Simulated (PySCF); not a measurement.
## Electron correlation in C³⁺ (carbon, charge +3)

[He] 2s1, 2S determinant. All numbers are calculated (PySCF 2.14, the spin-free X2C one-electron Hamiltonian (Gaussian nucleus), in x2c-TZVPPall with one added diffuse shell each of s, p, d type (6s4p3d1f, 40 functions)). Frozen: nothing; 3 electrons correlated.

MP2 pair energies summed by pair of shells (mhartree):

```
 pair  energy  share (%)
1s-1s  -12.61       85.3
1s-2s   -2.17       14.7
```

Total MP2 correlation energy: -14.78 mhartree.

Same-spin part -0.16 and opposite-spin part -14.62 mhartree; SCS-MP2 scales them by 1/3 and 6/5 to -17.60 mhartree.

This basis was not built for core-valence correlation, so the inner-shell part is incomplete.
